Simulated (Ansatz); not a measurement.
The same group exchange along the group B, Al, Ga, In.

Program: Ansatz. Geometries: PBE0-D4/def2-TZVP. ΔE: electronic, gas phase. CBS: MP2 limit from def2 TZ/QZ plus the TZ coupled-cluster correction, frozen cores. This one scheme is used for every species. DFT in def2-TZVPP. def2 core potentials past Kr. For Ga, In, Se outer-core shells are correlated without core-valence functions, which leaves a few kJ/mol of doubt a bond. Scalar relativity is left out up to krypton. One conformer a species, not always the lowest.

```csv
reaction,LDA (SPW92) (kcal/mol),CCSD(T)/CBS(def2) (kcal/mol)
`B[SeH]` + `[SiH3]P` → `P[SiH2][SeH]` + BH₃,13.5,8.5
`[AlH2][SeH]` + `[SiH3]P` → `P[SiH2][SeH]` + `[AlH3]`,16.9,16.5
`[GaH2][SeH]` + `[SiH3]P` → `P[SiH2][SeH]` + `[GaH3]`,14.1,14.1
`[SeH][InH2]` + `[SiH3]P` → `P[SiH2][SeH]` + `[InH3]`,14.0,15.6
```

Largest T1 diagnostic: 0.014, for `[InH3]`.
